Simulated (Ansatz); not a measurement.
C2H8ClNOSn (`C[NH][SnH]([Cl])[O]C`). Total charge 0; spin multiplicity 1. Sn takes the def2 core potential. The geometry is a stationary point of PBE0-D4/def2-TZVP. It is one conformer, not always the lowest.

```xyz
14

C    -1.934   -0.304   -1.606
N    -1.128   -0.630   -0.439
Sn    0.863   -0.423   -0.549
Cl    1.393    1.734   -1.303
O     1.592   -0.570    1.250
C     1.423    0.464    2.192
H    -2.962   -0.644   -1.452
H    -1.553   -0.838   -2.481
H    -1.962    0.764   -1.857
H    -1.507   -0.209    0.399
H     1.612   -1.560   -1.553
H     0.381    0.554    2.527
H     2.036    0.225    3.065
H     1.745    1.438    1.806
```

Task: What is the dipole moment at r2SCAN/def2-TZVPP? (Estimate.)

Result: The calculation gave: 1.86 D, with components (-1.76, -0.60, 0.17) D in this frame, pointing from negative to positive charge.

Task: And with PBE, B3LYP, ωB97M-V? (Estimate.)

Result: Ansatz gave: PBE 1.85 D, B3LYP 1.82 D, ωB97M-V 1.75 D.

Task: Give the Mulliken charges with r2SCAN, PBE, ωB97M-V in def2-TZVPP. (Estimate.)

Result: The calculation gave: 
```
atom  r2SCAN    PBE  ωB97M-V
  C1   -0.05  -0.20    -0.26
  N2   -0.48  -0.41    -0.44
 Sn3    1.07   0.98     1.01
 Cl4   -0.40  -0.37    -0.36
  O5   -0.55  -0.47    -0.53
  C6    0.02  -0.13    -0.17
  H7    0.05   0.10     0.12
  H8    0.05   0.09     0.11
  H9    0.07   0.11     0.13
 H10    0.14   0.14     0.11
 H11   -0.09  -0.10    -0.06
 H12    0.04   0.08     0.10
 H13    0.06   0.10     0.12
 H14    0.07   0.10     0.12
```

B3LYP here is the variant with VWN-RPA as its local correlation; programs differ in this.
